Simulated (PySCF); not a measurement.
Identify the unknown among the candidates.

All candidates are C8H14.

- 13C NMR: chemical shifts (computed TMS as zero) by class: 161.6 (1 C), 118.9 (1 C), 46.4 (1 C), 27.5 (1 C), 18.7 (1 C), 17.6 (1 C), 6.8 (2 C) ppm [GIAO PBE0/pcSseg-1]
- Dipole: 0.47 D [PBE0/pcSseg-1]
- Rotational structure: rotational constants A, B, C: 3.556, 1.154, 0.957 GHz [GFN2-xTB]
- 1H NMR: chemical shifts (computed TMS as zero) by class: 5.26 (1 H), 5.15 (1 H), 2.07 (2 H), 1.54 (2 H), 1.53 (1 H), 1.09 (3 H), 0.58 (2 H), 0.29 (2 H) ppm [GIAO PBE0/pcSseg-1]

Gas-phase values; electronic properties from PySCF, density fitting. Levels stand in brackets. One conformer (not necessarily the lowest) at the GFN2-xTB geometry, without solvent, vibrations or thermal averaging. NMR values are class means; diastereotopic atoms form classes of their own.

Question: Which candidate is it?
A. `C1CC[C@H]2CC[C@H]2C1`
B. `C=C[C@@H](C)C=C(C)C`
C. `C1C[C@H]2CCC[C@H]2C1`
D. `CC(C)C1CC=CC1`
E. `C=C(CCC)C1CC1`

Answer: E. It is `C=C(CCC)C1CC1`. Numbering: `[CH2:1]=[C:2]([CH2:3][CH2:4][CH3:5])[CH:6]1[CH2:7][CH2:8]1`. Its formula, C8H14, gives 2 degrees of unsaturation: 1 ring and 1 π bond in the structure found. 8 carbons fall into 7 classes; from least to most shielded: fully substituted alkene carbon [C2] (161.6 ppm), terminal =CH2 carbon [C1] (118.9 ppm), allylic carbon [C3] (46.4 ppm), chain CH2 carbon [C4] (27.5 ppm), allylic carbon [C6] (18.7 ppm), methyl carbon [C5] (17.6 ppm), three-membered-ring carbon [C7/C8] (6.8 ppm, 2 C, up to 2.1 ppm apart in this geometry). Hydrogen classes from least to most shielded: 1 H on a terminal =CH2 carbon, C1 (5.26 ppm), 1 H on a terminal =CH2 carbon, C1 (5.15 ppm), 2 H on an allylic carbon, C3 (2.07 ppm), 2 H on a chain CH2 carbon, C4 (1.54 ppm, a mean of values up to 0.6 ppm apart in this geometry), 1 H on an allylic carbon, C6 (1.53 ppm), 3 H on a methyl carbon, C5 (1.09 ppm), 2 H on 2 three-membered-ring carbons, C7/C8 (0.58 ppm), 2 H on 2 three-membered-ring carbons, C7/C8 (0.29 ppm). The optimised geometry has point group C1 and is an asymmetric top.

The others, at the same levels:
- `C1C[C@H]2CCC[C@H]2C1` fails: it has 3 carbon classes against 7; its computed 13C shifts are 46.1 (2 C), 37.7 (4 C), 28.6 (2 C) ppm, 1H shifts are 2.41 (2 H), 1.80 (4 H), 1.56 (2 H), 1.40 (2 H), 1.19 (4 H) ppm and smallest rotational constant is 1.541 GHz (against 0.957 GHz).
- `C1CC[C@H]2CC[C@H]2C1` fails: it has 4 carbon classes against 7; its computed 13C shifts are 33.5 (2 C), 32.7 (2 C), 26.2 (2 C), 25.1 (2 C) ppm, 1H shifts are 2.26 (2 H), 1.96 (2 H), 1.71 (2 H), 1.62 (2 H), 1.46 (2 H), 1.33 (2 H), 1.28 (2 H) ppm and rotational constant A is 3.293 GHz (against 3.556 GHz).
- `C=C[C@@H](C)C=C(C)C` fails: it has 8 carbon classes against 7; its computed 13C shifts are 151.6 (1 C), 137.8 (1 C), 137.6 (1 C), 116.5 (1 C), 40.1 (1 C), 29.1 (1 C), 20.0 (1 C), 18.6 (1 C) ppm, 1H shifts are 6.20 (1 H), 5.29 (1 H), 5.22 (1 H), 5.05 (1 H), 3.15 (1 H), 1.80 (3 H), 1.77 (3 H), 1.12 (3 H) ppm and dipole moment is 0.76 D (against 0.47 D).
- `CC(C)C1CC=CC1` fails: it has 5 carbon classes against 7; its computed 13C shifts are 138.1 (2 C), 50.0 (1 C), 43.1 (2 C), 39.9 (1 C), 24.5 (2 C) ppm, 1H shifts are 5.92 (2 H), 2.57 (2 H), 2.14 (2 H), 1.73 (1 H), 1.23 (1 H), 0.97 (6 H) ppm and rotational constant A is 3.909 GHz (against 3.556 GHz).

Each candidate is one conformer, not necessarily the lowest. The conformers computed, where there is a choice (atom-mapped SMILES and torsion angles):
- `[CH2:1]=[C:2]([CH2:3][CH2:4][CH3:5])[CH:6]1[CH2:7][CH2:8]1`: C1–C2–C3–C4 114°, C2–C3–C4–C5 -178°, C1–C2–C6–C7 42°
- `[CH2:1]=[CH:2][C@@H:3]([CH3:4])[CH:5]=[C:6]([CH3:7])[CH3:8]`: C1–C2–C3–C4 -4°, C2–C3–C5–C6 119°

The conformers of `C1C[C@H]2CCC[C@H]2C1`, `C1CC[C@H]2CC[C@H]2C1` and `CC(C)C1CC=CC1` aren't listed.
